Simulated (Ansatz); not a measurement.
Basis-set extrapolation for `[OH][Al]1[NH]C[NH]1` (PBE0-D4/def2-TZVP geometry, frozen core, Ansatz). Multiplicity 1, RHF reference.

```json
{"": "HF", "def2-TZVPP": "-466.648582", "def2-QZVPP": "-466.667255"}
{"": "MP2 correlation", "def2-TZVPP": "-0.900257", "def2-QZVPP": "-0.966807"}
{"": "CCSD(T) correlation", "def2-TZVPP": "-0.957305", "def2-QZVPP": "not run"}
```

Energies in hartree. Use E(X) = E(∞) + A·exp(−7.88·√X) for Hartree–Fock and E(X) = E(∞) + B·X^(−2.97) for correlation, with X = 3 and 4, and add CCSD(T) minus MP2 of the smaller set to the MP2 limit.

Task: What is the CCSD(T) energy at the basis-set limit?

Result: HF limit: -466.667255 + (-0.018673) × 0.13774 = -466.66983. MP2 limit: -0.966807 + (-0.066550) × 0.74074 = -1.01610. Higher-order term: -0.957305 − (-0.900257) = -0.05705. Total: -467.74298 hartree, 359.9 kJ/mol below CCSD(T)/def2-TZVPP.
